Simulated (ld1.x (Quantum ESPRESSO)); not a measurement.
**technetium (Tc): one change to a TM semilocal potential, before and after**

technetium, norm-conserving Troullier–Martins (semilocal form), made with ld1.x (Quantum ESPRESSO) 7.5 (PBE, scalar-relativistic). Core [Kr], reference 4d4 5s0 5p0 (charge +3). Waves: 5s (bound, empty): rc 1.80 bohr; 4d (bound): rc 1.55 bohr; 5p (bound, empty): rc 2.45 bohr. Local part: the p channel. Core correction: none.

Change: core [Ar] 3d10, valence charge 15; reference 4s2 4p6 4d5 5s2 5p0; waves now 4s (bound): rc 1.60 bohr; 4p (bound): rc 1.55 bohr; 4d (bound): rc 1.30 bohr; local potential the d channel.

Cutoffs: the cutoffs (Ry, on a coarse ladder) from which the occupation-weighted sum of valence levels, in a spherical-Bessel basis at the reference potential, stays within 10 and 1 mRy of its value at 400 Ry; they do not see the model core or the augmentation charge, which bear on the density cutoff. Errors are all-electron minus pseudo energies relative to the spin-unpolarised reference configuration.

Question: What does the change do?

Answer: The potential gets harder (50 Ry and 60 Ry → 60 Ry and 100 Ry); the bound ghost in s disappears; the miss of the reference levels goes from 0.00 to 0.92 eV. The added semicore shells are compact, so their waves need more plane waves. In the semilocal form every listed channel keeps its own potential, so the choice of the local channel does not act on these tests. It acts once the file is put into the separable form. A semilocal file is local in each channel, so a ghost entry of none says nothing of the separable form that plane-wave codes build from it. Several settings change at once here, so the effects cannot be laid on one of them.

```csv
quantity,base,changed
"cutoff, loose",50 Ry,60 Ry
"cutoff, tight",60 Ry,100 Ry
bound ghosts,s,none
"largest miss of a reference level, eV",0.00,0.92
"largest error over its own tests, meV",+617,-4236
```

Changed file: These tests converged, but a pseudo level misses the all-electron one widely, so the file describes the atom poorly there or has found another state: 4s2 4p6 4d5 5s0 5p0: empty 5s by 2.2 eV; 4s2 4p6 4d4 5s0 5p0: empty 5s by 2.9 eV. The 5s level has no wave, so the channel is fitted at the deeper level alone: the likely source of the large errors. A true bound ghost makes a file unfit for plane-wave use even where its test errors are small: the radial tests pick states by their node count and pass the ghost by.
